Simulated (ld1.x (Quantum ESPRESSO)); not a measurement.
**Before and after: TM potential for silver (Ag)**

| Quantity | Value |
| --- | --- |
| Element | silver |
| Generator | ld1.x (Quantum ESPRESSO) 7.5 |
| Type | norm-conserving Troullier–Martins (Kleinman–Bylander form) |
| Functional | LDA (PZ) |
| Relativity | scalar-relativistic |
| Frozen core | [Kr] |
| Valence charge | 11 |
| Reference configuration | 4d10 5s0 5p0 (charge +1) |
| Partial waves | 5s (bound, empty): rc 2.50 bohr; 5p (bound, empty): rc 3.20 bohr; 4d (bound): rc 1.70 bohr |
| Local potential | the d channel |
| Core correction | a·sin(br)/r model core inside 0.80 bohr |

All-electron outer shells of the reference configuration (LDA (PZ), scalar-relativistic, ld1.x):

```tsv
shell	level (eV)	outermost node (bohr)	outermost maximum (bohr)
4p	-66.98	0.44	0.87
4d	-15.92	0.43	1.04
5s	-11.63	1.11	2.34
5p	-6.42	1.24	3.00
```

Change: all radii but the core radius scaled by about 1.37 (s 3.42, p 4.38, d 2.32 bohr).

Cutoffs: the cutoffs (Ry, on a coarse ladder) from which the occupation-weighted sum of valence levels, in a spherical-Bessel basis at the reference potential, stays within 10 and 1 mRy of its value at 400 Ry; they do not see the model core or the augmentation charge, which bear on the density cutoff. Errors are all-electron minus pseudo energies relative to the spin-unpolarised reference configuration.

Predict the effect on cutoff, ghosts and configuration errors.

The potential gets softer (70 Ry and 100 Ry → 45 Ry and 70 Ry); both files keep a bound ghost (p, s); the number of tests that count goes from 9 to 8; of the 8 tests that both files solve, the error grows in 3 and shrinks in 1 by more than 15 % and 0.3 meV (median size 57.7 → 51.4 meV). A larger radius leaves more room for a smooth pseudo-wave, so fewer plane waves are needed.

```tsv
quantity	base	changed
cutoff, loose	70 Ry	45 Ry
cutoff, tight	100 Ry	70 Ry
bound ghosts	s, p	s, p
tests counted (converged, no solver errors)	9 of 9	8 of 9
error for 4d10 5s1 5p0, meV [ΔE -8.10 eV]	-7.9	-6.8
error for 4d9 5s0 5p0, meV [ΔE 22.38 eV]	-61	-85
error for 4d8 5s0 5p0, meV [ΔE 58.82 eV]	-341	-383
error for 4d7 5s0 5p0, meV [ΔE 110.74 eV]	-997	-914
error for 4d10 5s0.5 5p0, meV [ΔE -4.92 eV]	-2.2	-2.5
error for 4d9 5s1 5p0, meV [ΔE 5.28 eV]	-87	+28
error for 4d10 5s1 5p0 (spin-polarised), meV [ΔE -8.25 eV]	-7.4	-14
error for 4d9 5s0 5p0 (spin-polarised), meV [ΔE 22.22 eV]	-54	-75
```

Base: These tests converged, but a pseudo level misses the all-electron one widely, so the file describes the atom poorly there or has found another state: 4d7 5s0 5p0: empty 5s by 7.1 eV. Changed file: Tests not counted: 4d9 5s1 5p1 (solver errors, printed error -2.5 eV). A true bound ghost makes a file unfit for plane-wave use even where its test errors are small: the radial tests pick states by their node count and pass the ghost by. Where a test does run into it, the solver fails or the error is huge.
